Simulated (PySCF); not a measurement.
**Question.** Give a PBE0-D3(BJ)/def2-SVP geometry of `FC[O+]([AlH3-])CF`.

**Answer.** 
```
atom  x, y, z in Å
F1    -1.5809   -1.2062   -1.2661
C2    -1.2005   -0.8215   -0.0342
O3    -0.0692    0.0142   -0.1371
Al4    1.6806   -0.5182    0.7959
C5    -0.2993    1.2843   -0.7041
F6    -0.9994    2.0421    0.1628
H7    -0.8860   -1.6905    0.5606
H8    -2.0193   -0.2644    0.4467
H9     1.1815   -0.5035    2.3168
H10    1.8576   -1.9538    0.1127
H11    2.5257    0.7260    0.2469
H12    0.6943    1.7168   -0.8808
H13   -0.8796    1.1580   -1.6306
```

Orientation and origin are arbitrary. Atoms count from 1 in this order. Of the pairs four or more bonds apart, F1···H13 is among the closest relative to their van der Waals radii: 2.49 Å, 93 % of the sum of Bondi's values. O3 (oxygen bonded to Al and 2 C) is almost planar (angles 123.7°, 119.8° and 115.6°, sum 359.1°, 0.08 Å off the plane of its three neighbours). Al4 (aluminium bonded to O and 3 H) has angles from 95.3° to 119.5°.

Bonds between heavy atoms (Å): F1–C2 1.345, C2–O3 1.410, O3–Al4 2.053, O3–C5 1.410, C5–F6 1.348.

Computed with PBE0-D3(BJ)/def2-SVP geometry optimisation, gas phase in PySCF 2.14.0.

Point group: C1 (no symmetry element, even within 0.4 Å). No frequency check. The numbers are those of one conformer (F1–C2–O3–Al4 -121°, C2–O3–C5–F6 71°).
